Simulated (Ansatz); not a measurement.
A short molecular-dynamics run on C₃H₁₁BO₂.

```yaml
crystal:
  periodic: [false, false, false]
  atoms:
    - {symbol: C, position_ang: [-0.142282, -1.706972, 0.840725]}
    - {symbol: O, position_ang: [-0.134690, -0.315456, 0.581284]}
    - {symbol: B, position_ang: [0.195810, 0.210688, -0.636837]}
    - {symbol: C, position_ang: [0.584310, -0.729545, -1.836029]}
    - {symbol: C, position_ang: [0.160172, 1.772511, -0.748074]}
    - {symbol: O, position_ang: [-0.704670, 1.189149, 2.952092]}
    - {symbol: H, position_ang: [0.839145, -2.148568, 0.651373]}
    - {symbol: H, position_ang: [-0.885872, -2.217123, 0.223080]}
    - {symbol: H, position_ang: [-0.396962, -1.844372, 1.891493]}
    - {symbol: H, position_ang: [0.770261, -0.180122, -2.759689]}
    - {symbol: H, position_ang: [-0.194189, -1.474241, -2.036161]}
    - {symbol: H, position_ang: [1.490306, -1.301685, -1.602563]}
    - {symbol: H, position_ang: [1.117815, 2.150021, -1.122797]}
    - {symbol: H, position_ang: [-0.065320, 2.275756, 0.193785]}
    - {symbol: H, position_ang: [-0.583713, 2.077564, -1.493434]}
    - {symbol: H, position_ang: [-0.470981, 0.734219, 2.129905]}
    - {symbol: H, position_ang: [-1.598138, 1.507678, 2.811847]}
basis:
  gaussian: {orbitals: def2-SVP}
hamiltonian: {xc: {name: PBE}}
md: {timestep: 1 fs, n_steps: 30, ensemble: nvt_nose_hoover, temperature: 1000, initial_velocities: maxwell_boltzmann, seed: 628}
```

```sh
$ ansatz run in.yaml --threads 4 --pin off --events-out ev --progress --plain --max-ram 11315MiB
```

| step | time (fs) | potential energy (eV) | kinetic (eV) | T (K) | conserved (eV) |
| --- | --- | --- | --- | --- | --- |
| 0 | 0.0 | -8046.0235 | 1.9389 | 1000 | -8044.0846 |
| 1 | 1.0 | -8045.9592 | 1.8788 | 969 | -8044.0804 |
| 2 | 2.0 | -8045.7113 | 1.6418 | 847 | -8044.0695 |
| 3 | 3.0 | -8045.4418 | 1.3799 | 712 | -8044.0620 |
| 4 | 4.0 | -8045.2695 | 1.2085 | 623 | -8044.0613 |
| 5 | 5.0 | -8045.2067 | 1.1404 | 588 | -8044.0667 |
| 6 | 6.0 | -8045.1788 | 1.1097 | 572 | -8044.0698 |
| 7 | 7.0 | -8045.1465 | 1.0794 | 557 | -8044.0681 |
| 8 | 8.0 | -8045.1288 | 1.0610 | 547 | -8044.0693 |
| 9 | 9.0 | -8045.1245 | 1.0614 | 547 | -8044.0652 |
| 10 | 10.0 | -8045.1791 | 1.1160 | 576 | -8044.0659 |
| 11 | 11.0 | -8045.2796 | 1.2117 | 625 | -8044.0715 |
| 12 | 12.0 | -8045.3453 | 1.2768 | 659 | -8044.0730 |
| 13 | 13.0 | -8045.3438 | 1.2768 | 659 | -8044.0726 |
| 14 | 14.0 | -8045.2785 | 1.2136 | 626 | -8044.0716 |
| 15 | 15.0 | -8045.1752 | 1.1175 | 576 | -8044.0656 |
| 16 | 16.0 | -8045.1310 | 1.0791 | 557 | -8044.0609 |
| 17 | 17.0 | -8045.2029 | 1.1424 | 589 | -8044.0708 |
| 18 | 18.0 | -8045.2547 | 1.1874 | 612 | -8044.0790 |
| 19 | 19.0 | -8045.1638 | 1.1025 | 569 | -8044.0745 |
| 20 | 20.0 | -8044.9947 | 0.9456 | 488 | -8044.0638 |
| 21 | 21.0 | -8044.9008 | 0.8550 | 441 | -8044.0619 |
| 22 | 22.0 | -8044.9120 | 0.8598 | 443 | -8044.0697 |
| 23 | 23.0 | -8044.9190 | 0.8637 | 445 | -8044.0743 |
| 24 | 24.0 | -8044.8578 | 0.8098 | 418 | -8044.0686 |
| 25 | 25.0 | -8044.8033 | 0.7607 | 392 | -8044.0647 |
| 26 | 26.0 | -8044.8101 | 0.7671 | 396 | -8044.0667 |
| 27 | 27.0 | -8044.8597 | 0.8206 | 423 | -8044.0646 |
| 28 | 28.0 | -8044.9683 | 0.9288 | 479 | -8044.0671 |
| 29 | 29.0 | -8045.0996 | 1.0572 | 545 | -8044.0724 |
| 30 | 30.0 | -8045.1791 | 1.1382 | 587 | -8044.0737 |

Velocities are drawn at the set temperature; a run this short doesn't reach equilibrium.

Frames (Å, forces in eV/Å):

```xyz
17
time=0.0 fs
C    -0.142   -1.707    0.841   -0.010    0.308   -0.013
O    -0.135   -0.315    0.581   -0.097    0.121    0.317
B     0.196    0.211   -0.637    0.040    0.163   -0.212
C     0.584   -0.730   -1.836   -0.081    0.198    0.201
C     0.160    1.773   -0.748   -0.005   -0.224    0.084
O    -0.705    1.189    2.952    0.672    0.133    0.764
H     0.839   -2.149    0.651    0.501   -0.289   -0.088
H    -0.886   -2.217    0.223   -0.379   -0.323   -0.309
H    -0.397   -1.844    1.891   -0.146   -0.100    0.576
H     0.770   -0.180   -2.760    0.099    0.266   -0.475
H    -0.194   -1.474   -2.036   -0.374   -0.369   -0.097
H     1.490   -1.302   -1.603    0.435   -0.283    0.116
H     1.118    2.150   -1.123    0.466    0.184   -0.196
H    -0.065    2.276    0.194   -0.130    0.199    0.534
H    -0.584    2.078   -1.493   -0.353    0.148   -0.372
H    -0.471    0.734    2.130    0.029   -0.286   -0.560
H    -1.598    1.508    2.812   -0.667    0.154   -0.269
17
time=3.0 fs
C    -0.181   -1.710    0.845    0.143   -1.051   -1.155
O    -0.085   -0.302    0.575   -1.484   -1.284    2.467
B     0.220    0.198   -0.615   -0.070    1.794   -0.889
C     0.573   -0.741   -1.798   -0.262   -0.452   -1.382
C     0.151    1.804   -0.736   -1.947    0.451   -0.987
O    -0.704    1.164    2.921   -1.356    0.777    0.092
H     0.857   -2.067    0.657   -0.293   -0.627    0.251
H    -0.907   -2.330    0.164    0.963    1.272    0.591
H    -0.499   -1.982    1.876    0.177    0.797    0.031
H     0.695   -0.148   -2.739    0.034   -0.284    0.184
H    -0.255   -1.502   -1.999    0.720    0.523    0.221
H     1.525   -1.306   -1.640   -0.243    0.027    0.030
H     1.087    2.141   -1.211    0.178    0.379   -0.110
H    -0.119    2.471    0.152    0.496   -0.974   -0.470
H    -0.716    2.067   -1.529    1.619   -0.562    1.203
H    -0.362    0.783    2.071   -0.833    0.336    0.254
H    -1.638    1.570    2.791    2.158   -1.122   -0.330
17
time=6.0 fs
C    -0.218   -1.720    0.843    1.598   -0.819   -0.287
O    -0.043   -0.295    0.581   -2.205   -1.747    3.243
B     0.244    0.200   -0.599   -0.138    2.447   -0.925
C     0.560   -0.755   -1.769    0.420    0.045   -1.848
C     0.130    1.838   -0.730   -0.037   -0.102   -1.417
O    -0.708    1.141    2.891    2.177   -0.945    0.488
H     0.852   -2.038    0.682   -0.732   -0.816    0.460
H    -0.859   -2.346    0.145    0.280    1.093   -0.069
H    -0.587   -2.053    1.865    0.451    1.290   -0.463
H     0.624   -0.137   -2.707    0.113   -0.451    0.210
H    -0.264   -1.495   -1.945    0.354    0.106    0.149
H     1.541   -1.309   -1.674   -0.601    0.222    0.060
H     1.066    2.161   -1.304   -0.803    0.100    0.532
H    -0.133    2.590    0.079    0.586   -1.075   -0.088
H    -0.727    2.014   -1.476    0.769   -0.261    0.343
H    -0.317    0.855    2.027   -0.674    0.201    0.394
H    -1.536    1.557    2.740   -1.558    0.713   -0.782
17
time=9.0 fs
C    -0.244   -1.734    0.838    2.613    1.311    0.552
O    -0.012   -0.297    0.604   -1.935   -1.366    2.173
B     0.267    0.220   -0.591   -0.298    1.806    0.128
C     0.550   -0.768   -1.753    0.530    1.215   -0.992
C     0.109    1.871   -0.734    2.632   -2.071   -0.458
O    -0.704    1.115    2.864   -0.466    0.406    1.083
H     0.794   -2.079    0.745    0.168   -0.939    0.336
H    -0.795   -2.277    0.112   -1.169   -0.225   -1.509
H    -0.641   -2.019    1.824   -0.046    0.845    0.373
H     0.563   -0.160   -2.664    0.176   -0.005   -0.675
H    -0.248   -1.482   -1.879   -0.684   -0.804   -0.023
H     1.514   -1.298   -1.702    0.199   -0.171    0.179
H     0.987    2.192   -1.357   -0.244    0.172    0.278
H    -0.102    2.627    0.007    0.113    0.072    1.248
H    -0.689    1.940   -1.407   -1.999    0.200   -1.810
H    -0.322    0.939    2.004    0.481   -0.453   -0.894
H    -1.523    1.585    2.630   -0.073    0.006    0.010
17
time=12.0 fs
C    -0.253   -1.741    0.836    1.254    1.003   -1.076
O     0.008   -0.306    0.638   -0.933   -0.653    0.407
B     0.288    0.254   -0.581   -0.477    0.474    0.988
C     0.543   -0.773   -1.744   -0.583    1.000   -0.823
C     0.103    1.890   -0.743   -0.482   -1.973   -0.964
O    -0.701    1.091    2.841   -1.772    1.543   -1.566
H     0.745   -2.198    0.837    0.262   -0.500    0.097
H    -0.808   -2.210   -0.020   -0.080    0.386    0.538
H    -0.700   -1.914    1.810   -0.521    0.252    0.478
H     0.515   -0.189   -2.673    0.125   -0.093   -0.633
H    -0.276   -1.525   -1.814    0.167    0.065    0.037
H     1.500   -1.299   -1.716    0.469   -0.280    0.196
H     0.892    2.241   -1.393    0.852    0.446   -0.575
H    -0.058    2.657    0.027   -0.107   -0.350    0.580
H    -0.778    1.880   -1.453    0.153    0.264    0.400
H    -0.299    0.991    1.933    0.061   -0.448    0.887
H    -1.531    1.618    2.520    1.611   -1.136    1.029
17
time=15.0 fs
C    -0.252   -1.740    0.828    0.120    0.279   -0.056
O     0.023   -0.319    0.675    0.224    0.225   -1.082
B     0.305    0.293   -0.564   -0.542   -0.943    0.947
C     0.533   -0.772   -1.742   -0.263    0.621   -1.064
C     0.096    1.895   -0.758   -0.890   -0.478   -1.130
O    -0.706    1.074    2.811    1.380   -0.340   -0.391
H     0.710   -2.355    0.936   -0.776    0.636   -0.244
H    -0.834   -2.116   -0.116    0.576    0.278    1.765
H    -0.795   -1.786    1.825    0.101   -0.246   -0.994
H     0.479   -0.227   -2.729    0.124   -0.509    0.308
H    -0.292   -1.564   -1.746    0.760    0.727   -0.079
H     1.517   -1.319   -1.713   -0.460    0.281    0.141
H     0.854    2.320   -1.464   -0.051   -0.164    0.223
H    -0.022    2.655    0.093   -0.158   -1.118   -0.699
H    -0.867    1.843   -1.479    1.383    0.421    1.487
H    -0.265    1.001    1.922    0.296   -0.680    0.906
H    -1.435    1.575    2.484   -1.824    1.009   -0.039
17
time=18.0 fs
C    -0.250   -1.737    0.819   -0.353    0.803    1.895
O     0.040   -0.331    0.706    1.265    1.271   -1.906
B     0.317    0.324   -0.540   -0.472   -2.020    0.276
C     0.521   -0.765   -1.747    0.535    1.138   -0.301
C     0.083    1.896   -0.781    1.043   -0.262   -0.409
O    -0.706    1.056    2.779   -0.839    0.659    1.190
H     0.618   -2.463    1.016   -0.490    1.026   -0.419
H    -0.820   -2.004   -0.078   -0.275   -0.673    0.106
H    -0.885   -1.679    1.766    0.297   -0.795   -0.863
H     0.454   -0.304   -2.766    0.094   -0.186    0.298
H    -0.254   -1.551   -1.685   -0.104   -0.016   -0.145
H     1.503   -1.319   -1.697   -0.396    0.352    0.105
H     0.816    2.387   -1.518   -0.513   -0.671    0.803
H     0.000    2.568    0.111   -0.254   -0.337   -0.295
H    -0.853    1.841   -1.390   -0.167    0.330    0.324
H    -0.202    0.956    1.975    0.744   -0.590   -0.802
H    -1.452    1.593    2.457   -0.114   -0.027    0.143
17
time=21.0 fs
C    -0.250   -1.728    0.823   -1.025    1.682    1.372
O     0.063   -0.336    0.728    1.859    1.751   -2.071
B     0.326    0.339   -0.514   -0.484   -2.372   -0.843
C     0.512   -0.750   -1.753    0.243    1.383    0.885
C     0.078    1.895   -0.806    1.867   -1.413    1.241
O    -0.708    1.041    2.752   -1.084    1.204   -0.095
H     0.491   -2.491    1.063    0.973    0.117   -0.117
H    -0.830   -1.947   -0.034   -0.758   -1.053   -1.343
H    -0.956   -1.637    1.644   -0.475   -0.766    0.832
H     0.436   -0.395   -2.783    0.010    0.444   -0.399
H    -0.222   -1.538   -1.635   -0.680   -0.534   -0.086
H     1.461   -1.292   -1.673    0.595   -0.133    0.119
H     0.743    2.403   -1.514    0.433   -0.089   -0.135
H     0.000    2.454    0.110   -0.161    0.804    0.858
H    -0.864    1.866   -1.277   -2.079    0.060   -0.917
H    -0.095    0.864    1.987   -1.035    0.105    0.515
H    -1.490    1.615    2.435    1.802   -1.191    0.184
17
time=24.0 fs
C    -0.259   -1.707    0.836   -2.933    0.753   -0.745
O     0.096   -0.332    0.738    1.512    1.075   -1.625
B     0.331    0.335   -0.495   -0.592   -1.953   -1.935
C     0.505   -0.726   -1.754   -0.314   -0.100    0.822
C     0.082    1.884   -0.822   -2.011   -1.139    2.262
O    -0.715    1.031    2.727    2.211   -1.393    1.883
H     0.438   -2.503    1.098    1.014    0.130   -0.040
H    -0.887   -1.971   -0.077    0.931   -0.251    0.584
H    -1.060   -1.659    1.581   -0.032   -0.353    0.882
H     0.419   -0.452   -2.824    0.053    0.513    0.183
H    -0.237   -1.559   -1.594    0.252    0.451   -0.305
H     1.461   -1.273   -1.639    0.320   -0.027    0.006
H     0.704    2.412   -1.520    0.766    0.339   -0.660
H    -0.011    2.398    0.164    0.184    0.444   -0.288
H    -1.007    1.897   -1.222    1.216   -0.111    0.232
H    -0.063    0.777    2.029   -1.032    0.271    0.170
H    -1.410    1.561    2.418   -1.548    1.352   -1.428
17
time=27.0 fs
C    -0.288   -1.682    0.846   -2.226   -0.929    0.158
O     0.137   -0.322    0.740    0.533    0.022   -0.992
B     0.331    0.316   -0.490   -0.602   -0.987   -2.414
C     0.497   -0.702   -1.749    0.365   -1.061    0.259
C     0.075    1.866   -0.824   -1.542    0.405    1.815
O    -0.715    1.017    2.711   -1.836    1.288    2.453
H     0.463   -2.496    1.127   -0.246    1.172   -0.289
H    -0.876   -2.019   -0.084    1.058    0.254    0.732
H    -1.162   -1.709    1.588    1.215    0.223   -0.060
H     0.408   -0.466   -2.850    0.141    0.489    0.836
H    -0.237   -1.549   -1.579    0.384    0.505   -0.350
H     1.484   -1.253   -1.605   -0.503    0.372   -0.200
H     0.718    2.438   -1.568   -0.532   -0.686    0.699
H    -0.007    2.381    0.198    0.399    0.135   -0.996
H    -1.068    1.918   -1.157    1.918   -0.261    0.156
H    -0.102    0.704    2.070    0.758   -0.446   -1.609
H    -1.408    1.582    2.303    0.715   -0.496   -0.197
17
time=30.0 fs
C    -0.331   -1.661    0.856    0.545   -0.400    1.278
O     0.181   -0.312    0.736   -0.446   -0.673   -0.665
B     0.326    0.290   -0.505   -0.555    0.302   -1.997
C     0.490   -0.685   -1.742    0.866   -0.571    0.295
C     0.059    1.849   -0.812    1.402   -0.075    1.501
O    -0.721    1.008    2.706   -0.824    1.087   -0.856
H     0.476   -2.400    1.136   -0.297    0.603    0.020
H    -0.784   -2.051   -0.042   -0.199   -0.033   -1.026
H    -1.171   -1.742    1.597    0.662    0.646    0.168
H     0.408   -0.436   -2.813    0.099    0.670    0.081
H    -0.212   -1.503   -1.591   -0.494   -0.606   -0.136
H     1.473   -1.206   -1.586   -0.099    0.108   -0.201
H     0.696    2.413   -1.566   -0.512   -0.710    0.616
H     0.030    2.380    0.159    0.384    0.454    0.112
H    -0.987    1.919   -1.083   -0.971   -0.153   -0.765
H    -0.111    0.611    2.012   -0.873    0.525    0.686
H    -1.369    1.578    2.164    1.311   -1.174    0.889
```

Run time 44 s (4 threads of an Arm Neoverse V2 on a shared host); peak host memory 0.77 GiB.
